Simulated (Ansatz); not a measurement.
Cost and result for the atomization energy of CH$_{3}$AlSe (`[CH2]1[AlH][Se]1`) (6 atoms, 6 bonds).

Cartesian coordinates in Å:
```
C -0.732 -0.344 0.077
Al 1.107 0.191 0.054
Se -0.482 1.492 -0.845
H -1.146 -1.058 -0.629
H -1.367 -0.234 0.953
H 2.621 -0.048 0.390
```

The species carries charge 0 and has multiplicity 1. Correlated methods include outer-core shells of Se, which these sets cover unevenly. Scalar relativity is left out up to krypton. Geometry: relaxed with PBE0-D4/def2-TZVP. Program: Ansatz. All runs use 2 threads of an Arm Neoverse V1 on a shared host. Times are those of one run each, without the atoms' runs, and a repeat can differ threefold. Electronic energies, without spin–orbit coupling; frozen cores. CCSD(T)/CBS adds CCSD(T) − MP2 in def2-TZVPP to the MP2 limit, and its time is that of the two runs behind it. T1 = 0.012. With those shells the extrapolation isn't a true limit.

CCSD(T)/CBS is a level of theory with its own doubt, some kJ/mol a heavy atom from the limit and from the frozen cores, so smaller differences don't rank the functionals.

| level | functions | wall time |
| --- | --- | --- |
| LDA (SPW92)/def2-TZVPP | 163 | 1.1 s |
| revPBE-D4/def2-TZVPP | 163 | 1.8 s |
| CCSD(T)/def2-SVP | 79 | 2.1 s |
| PBE0-D4/def2-TZVPP | 163 | 2.7 s |
| CAM-B3LYP-D4/def2-TZVPP | 163 | 2.8 s |
| r2SCANh-D4/def2-TZVPP | 163 | 4.4 s |
| B2PLYP/def2-TZVPP | 163 | 4.4 s |
| PBE-QIDH/def2-TZVPP | 163 | 4.4 s |
| r2SCAN-D4/def2-TZVPP (with forces) | 163 | 4.5 s |
| B97M-V/def2-TZVPP | 163 | 9 s |
| MP2/def2-QZVPP | 306 | 13 s |
| CCSD(T)/def2-TZVPP | 163 | 32 s |
| CCSD(T)/CBS(def2) | – | 45 s |

(1) What atomization energy does each give, and how far from CCSD(T)/CBS? (Estimate.)

Answers

(1) The calculation gave: 
| level | atomization (kcal/mol) | difference from CCSD(T)/CBS | per bond |
| --- | --- | --- | --- |
| LDA (SPW92)/def2-TZVPP | 506.1 | 62.0 | 10.3 |
| revPBE-D4/def2-TZVPP | 438.6 | -5.5 | -0.9 |
| CCSD(T)/def2-SVP | 412.7 | -31.4 | -5.2 |
| PBE0-D4/def2-TZVPP | 442.4 | -1.7 | -0.3 |
| CAM-B3LYP-D4/def2-TZVPP | 438.4 | -5.7 | -1.0 |
| r2SCANh-D4/def2-TZVPP | 443.4 | -0.7 | -0.1 |
| B2PLYP/def2-TZVPP | 435.4 | -8.7 | -1.5 |
| PBE-QIDH/def2-TZVPP | 440.3 | -3.8 | -0.6 |
| r2SCAN-D4/def2-TZVPP (with forces) | 446.6 | 2.5 | 0.4 |
| B97M-V/def2-TZVPP | 447.3 | 3.2 | 0.5 |
| MP2/def2-QZVPP | 445.6 | 1.5 | 0.2 |
| CCSD(T)/def2-TZVPP | 430.4 | -13.7 | -2.3 |
| CCSD(T)/CBS(def2) | 444.1 | 0.0 | 0.0 |

Leaving LDA and LC-ωPBE aside and taking each functional with its dispersion term where it has one, the values, not all of them listed here, spread over 22.6 kcal/mol, from BHLYP-D4 to PBE-D4. LDA lies +59.3 kcal/mol from PBE without D4, its usual overbinding. From r2SCAN to r2SCAN0 (25 % exact exchange), in def2-TZVPP and without D4, the atomization energy moves by −7.7 kcal/mol: exact exchange takes away binding that semilocal exchange gives to molecules. The D4 term adds +4.6 kcal/mol with B3LYP and +2.3 kcal/mol with PBE0; it sums over pairs of atoms, weighted by their polarisabilities, and B3LYP, whose exchange is more repulsive, gets the larger term.

B3LYP here is the variant with VWN-RPA as its local correlation; programs differ in this.
